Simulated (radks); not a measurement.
All-electron atom: W4+ in [Xe] 4f14 5d2 (the NIST ground configuration).

Method: scalar-relativistic Kohn-Sham, SCAN, spin-polarised, spherical densities, finite nucleus; open shells are filled with parallel spins first (spin-orbit coupling, left out, can overturn this in heavy ions); meta-GGA in the generalised Kohn-Sham scheme; Fermi nuclear charge, rms radius 5.3658 fm; computed with a radial shooting solver on a logarithmic mesh with Libxc functionals.

Energy parts (eV):
total: -439171.14
kinetic: 483773.41
electron-nucleus: -1082688.47
Hartree: 168526.93
exchange-correlation: -8783.02

Orbitals (lengths in bohr, moments of r in powers of bohr; <r^-3> diverges for s and p1/2):
orbital  occ.  eigenvalue (eV)   <1/r>       <r^4>  <r^-3>
1s up       1        -69604.13   87.05   5.825e-07       -
1s down     1        -69604.13   87.05   5.825e-07       -
2s up       1        -12076.24   20.38  0.00008748       -
2s down     1        -12076.15   20.38  0.00008749       -
2p up       3        -10563.80   18.45  0.00006879   19760
2p down     3        -10563.71   18.45  0.00006879   19760
3s up       1        -2826.373   7.552    0.003207       -
3s down     1        -2826.358   7.552    0.003207       -
3p up       3        -2375.637   6.966    0.003459    4412
3p down     3        -2375.613   6.966    0.003459    4412
3d up       5        -1856.343   6.573    0.002686   565.1
3d down     5        -1856.275   6.573    0.002686   565.1
4s up       1        -623.2192   3.200     0.07526       -
4s down     1        -623.0741   3.200     0.07521       -
4p up       3        -474.6897   2.911      0.1003    1021
4p down     3        -474.5448   2.911      0.1002    1021
4d up       5        -285.7847   2.589      0.1482   112.4
4d down     5        -285.5972   2.590      0.1477   112.4
4f up       7         -77.3359   2.086      0.4890   19.08
4f down     7         -76.9762   2.093      0.4677   19.20
5s up       1        -124.1405   1.255       2.332       -
5s down     1        -122.9317   1.260       2.292       -
5p up       3         -87.2355   1.068       4.284   151.0
5p down     3         -85.6840   1.077       4.143   153.8
5d up       2         -44.2942  0.7722       15.56   9.946

The highest occupied level is 5d up at -44.294 eV. Spin moment in Bohr magnetons: 2.

Empty levels of this run are not shown, since the potential may be unsettled where no density lies.
